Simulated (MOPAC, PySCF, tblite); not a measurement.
Potential energy curve for NaBr, singlet.

Computed with: RMP2 = MP2 on RHF/aug-cc-pVDZ, 10 core orbitals frozen run with PySCF; UKS-BHandHLYP = unrestricted BHandHLYP/aug-cc-pVDZ run with PySCF; PM3, restricted, heats of formation (MOPAC); GFN2-xTB, 300 K electronic temperature (tblite).

Energies are in kJ/mol, each relative to the lowest point of its own curve near equilibrium.

| R / Å | RMP2 | UKS-BHandHLYP | PM3 | GFN2-xTB |
|---|---|---|---|---|
| 2.00 | 168.2 | 152.5 | … | 158.2 |
| 2.14 | 77.1 | 66.6 | 44.7 | 58.2 |
| 2.23 | 41.9 | 34.2 | 23.4 | 26.5 |
| 2.36 | 12.8 | 8.7 | 5.8 | 5.2 |
| 2.44 | 4.0 | 2.0 | 1.1 | 0.7 |
| 2.51 | 0.4 | 0.0 | 0.0 | 0.0 |
| 2.60 | 0.0 | 1.6 | 2.1 | 2.0 |
| 2.66 | … | 4.5 | 5.3 | 4.6 |
| 2.76 | 7.3 | 12.0 | 13.1 | … |
| 2.89 | 18.1 | 24.8 | 26.7 | 19.2 |
| 3.07 | 36.8 | 45.7 | 49.7 | … |
| 3.35 | 69.7 | 80.5 | 89.0 | … |
| 3.74 | 115.0 | 126.8 | 141.0 | 82.2 |
| 4.10 | 152.6 | 164.2 | 181.0 | … |
| 4.55 | 192.4 | 203.4 | 219.3 | 134.2 |
| 5.00 | 224.9 | 234.8 | 247.7 | 154.6 |
| 5.47 | 252.5 | 259.4 | 270.4 | — |
| 6.08 | 281.1 | 280.1 | 293.6 | — |
| 6.81 | 307.8 | 295.5 | 315.6 | — |
| 7.57 | 329.4 | 305.6 | 334.4 | — |

Complete the blanks.


- 2.00, PM3: 97.4
- 2.66, RMP2: 1.7
- 2.76, GFN2-xTB: 10.3
- 3.07, GFN2-xTB: 32.7
- 3.35, GFN2-xTB: 53.3
- 4.10, GFN2-xTB: 107.5

Dashes: no converged value, or the column stops at the first point that the program doubted or that broke a chosen test of continuity, which isn't proof of a fault.

The restricted form behind RMP2, PM3 keeps the bonding electrons paired and can't separate into open-shell fragments. The unrestricted determinant behind UKS-BHandHLYP is spin-contaminated at 5.47 to 7.57 Å (<S²> up to 0.5, against 0.00 for a pure singlet). At the longest distance UKS-BHandHLYP leaves fractional charges on the fragments, a sign of delocalisation error or of the restricted form.
